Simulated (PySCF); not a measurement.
## Which determinant of ICl lies lowest?

Unrestricted PBE0; basis I x2c-SVPall, Cl x2c-SVPall; spin-free X2C with a Gaussian nucleus; PySCF 2.14. Outer shells of the fragments: I 4d10 5s2 5p5; Cl 3s2 3p5.

Followed along the bond (rough minima from three points):

```tsv
2Ms+1	unpaired	⟨S²⟩ at the start	R at minimum (Å)	Te (eV)
1	none	0.00	2.36	0.00
3	σ ↑, π ↑	2.00	none in the scan	≤ 1.62
```

Solutions found at the starting distance of 2.280 Å, counted from the lowest of them; the search is not exhaustive and high or unbound solutions are not listed, so other states can lie among these:

```csv
2Ms+1,unpaired,term,E (eV),⟨S²⟩,⟨Lz²⟩,μ (D)
1,none,¹Σ⁺,0.00,0.00,0.00,-1.21
3,"σ ↑, π ↑",³Π,2.26,2.00,1.00,-1.17
1,"σ ↑, π ↓",mixed,2.52,1.00,1.00,-1.10
3,π ↑↑,³Σ⁻,5.51,2.00,0.00,-0.77
1,π ↑↓,mixed,5.75,1.00,2.01,-0.70
3,σ ↑↑,³Σ⁺,5.84,2.00,0.00,0.70
1,none,mixed,6.54,0.00,2.00,-0.55
3,π ↑↑,mixed,7.57,2.00,2.01,1.54
```

A term symbol is given only where ⟨S²⟩ and ⟨Lz²⟩ are close to those of a pure state; real π, δ and φ orbitals otherwise mix terms. A positive dipole means I(−)Cl(+).

Spin–orbit coupling is left out. Counting both spins, an empty level lies below a filled one in some of these solutions, because spin and occupation are held.
